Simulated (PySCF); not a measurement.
# VOCl3: computed shieldings and shifts

VOCl3, Cl3OV, point group C3v.

Bonds: V1-O2 1.528 Å, V1-Cl3 2.125 Å, V1-Cl4 2.129 Å, V1-Cl5 2.128 Å.

GIAO calculations in PySCF 2.14.0 with density-fitted response routines on the PBE0-D3(BJ)/def2-SVP structure: isolated species, non-relativistic, equivalent atoms averaged; basis pcSseg-1 (pcSseg-2 on V).

Problem. Give the isotropic shieldings (ppm) with B3LYP, PBE, PBE0.

Solution. 
```
             atoms           environment    B3LYP     PBE     PBE0
                V1   V bonded to 3 Cl, O    -2099   -1816    -2087
       Cl3/Cl4/Cl5  chlorine bonded to V      -11      40       29
                O2    oxygen bonded to V  -1043.6  -839.1  -1071.9
HOMO–LUMO gap (eV)                     –     4.82    3.20     5.29
```

Problem. And the chemical shifts, against references computed in the same way?

Solution. 
```csv
atoms,"nucleus, reference",B3LYP,PBE,PBE0
Cl3/Cl4/Cl5,"$^{35}$Cl, HCl",941,894,915
O2,"$^{17}$O, H2O",1377.6,1173.8,1406.4
```

Problem. Which part of the shielding of V1 depends on the functional?

Solution. Diamagnetic: B3LYP 1711, PBE 1712, PBE0 1711 ppm; paramagnetic: B3LYP -3810, PBE -3528, PBE0 -3798 ppm. The diamagnetic part, set mainly by inner electrons, hardly moves; the paramagnetic part goes with low-lying magnetically allowed excitations and carries the spread.

Unscaled 17O shifts of doubly bonded oxygen tend to come out too high, by tens of ppm or more. Experimental scales use liquid or dissolved standards, which lie at an offset from isolated H2O (liquid H2O: subtract about 36 ppm).
